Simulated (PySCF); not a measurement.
Nuclear quadrupole coupling in `C[N](C)[Al-]([N](C)C)([N](C)C)[N](C)C`

C8H24AlN4 (charge -1).
Cartesian coordinates in Å at the PBE0-D3(BJ)/def2-SVP level; atoms count from 1:
```
atom  x, y, z in Å
C1    -1.752   -2.382   -0.096
N2    -1.306   -1.257    0.655
C3    -1.935   -1.154    1.928
Al4   -0.153    0.041   -0.024
N5     1.150   -0.912   -0.958
C6     1.719   -2.132   -0.493
C7     1.771   -0.428   -2.144
N8    -1.043    1.257   -1.123
C9    -2.255    0.948   -1.803
C10   -0.498    2.516   -1.502
N11    0.586    1.076    1.340
C12   -0.095    2.160    1.962
C13    1.825    0.764    1.967
H14   -1.586   -3.354    0.432
H15   -1.210   -2.440   -1.054
H16   -2.846   -2.362   -0.335
H17   -1.518   -0.306    2.494
H18   -3.044   -1.004    1.876
H19   -1.792   -2.067    2.558
H20    2.802   -2.051   -0.222
H21    1.184   -2.484    0.405
H22    1.666   -2.955   -1.248
H23    2.855   -0.177   -2.018
H24    1.265    0.486   -2.497
H25    1.736   -1.164   -2.985
H26   -3.044    1.727   -1.658
H27   -2.142    0.847   -2.912
H28   -2.672   -0.002   -1.431
H29   -1.203    3.367   -1.325
H30   -0.222    2.585   -2.585
H31    0.415    2.728   -0.920
H32   -0.375    1.966    3.030
H33    0.508    3.101    1.984
H34   -1.028    2.387    1.418
H35    2.340   -0.042    1.418
H36    2.527    1.633    2.001
H37    1.722    0.426    3.030
```

Field gradients from the PBE0/pcSseg-1 density (PySCF, non-relativistic), principal values in atomic units, ordered |Vxx| ≤ |Vyy| ≤ |Vzz|:

| atom | Vxx | Vyy | Vzz |
| --- | --- | --- | --- |
| N2 | 0.1631 | 0.9079 | -1.0709 |
| Al4 | 0.0269 | 0.0384 | -0.0654 |
| N5 | 0.1638 | 0.9080 | -1.0719 |
| N8 | 0.1633 | 0.9090 | -1.0722 |
| N11 | 0.1626 | 0.9082 | -1.0708 |

Problem. Find the asymmetry η = (Vxx − Vyy)/Vzz and the couplings χ = eQV/h (234.96 MHz × Q in barn × V in au), with Q(14N) = 0.02044 b, Q(27Al) = 0.1466 b.

Solution. 
```json
{"atom": "N2", "environment": "nitrogen bonded to Al and 2 C", "nucleus": "14N", "η": "0.70", "χzz (MHz)": "-5.14", "χxx (MHz)": "0.78", "χyy (MHz)": "4.36"}
{"atom": "Al4", "environment": "aluminium bonded to 4 N", "nucleus": "27Al", "η": "0.18", "χzz (MHz)": "-2.252", "χxx (MHz)": "0.927", "χyy (MHz)": "1.325"}
{"atom": "N5", "environment": "nitrogen bonded to Al and 2 C", "nucleus": "14N", "η": "0.69", "χzz (MHz)": "-5.15", "χxx (MHz)": "0.79", "χyy (MHz)": "4.36"}
{"atom": "N8", "environment": "nitrogen bonded to Al and 2 C", "nucleus": "14N", "η": "0.70", "χzz (MHz)": "-5.15", "χxx (MHz)": "0.78", "χyy (MHz)": "4.37"}
{"atom": "N11", "environment": "nitrogen bonded to Al and 2 C", "nucleus": "14N", "η": "0.70", "χzz (MHz)": "-5.14", "χxx (MHz)": "0.78", "χyy (MHz)": "4.36"}
```

The tensor is traceless: Vxx + Vyy + Vzz = 0.

Problem. What is Vzz at N8 in SI units (1 au = 9.71736 × 10²¹ V/m²)?

Solution. -1.0722 au = -10.419 × 10²¹ V/m².

Problem. And the gradient at the other heavy atoms, for which no coupling is worked out here?

Solution. 
```
atom      environment  Vzz (au)     η
  C1  N-methyl carbon     0.109  0.72
  C3  N-methyl carbon     0.110  0.71
  C6  N-methyl carbon     0.110  0.73
  C7  N-methyl carbon     0.109  0.69
  C9  N-methyl carbon     0.109  0.69
 C10  N-methyl carbon     0.109  0.72
 C12  N-methyl carbon     0.110  0.75
 C13  N-methyl carbon     0.109  0.69
```

Were the hydrogens deuterons (Q(2H) = 0.00286 b), χzz would run from 177 kHz (H30, H32, H20, H16 and 4 more) to 193 kHz (H24, H17, H28 and H35).

The structure is a single PBE0-D3(BJ)/def2-SVP conformer in the gas phase; no vibrational or solvent corrections. The pcSseg-1 basis has no diffuse functions, a weakness for an anion. The small basis limits the accuracy of the gradients.
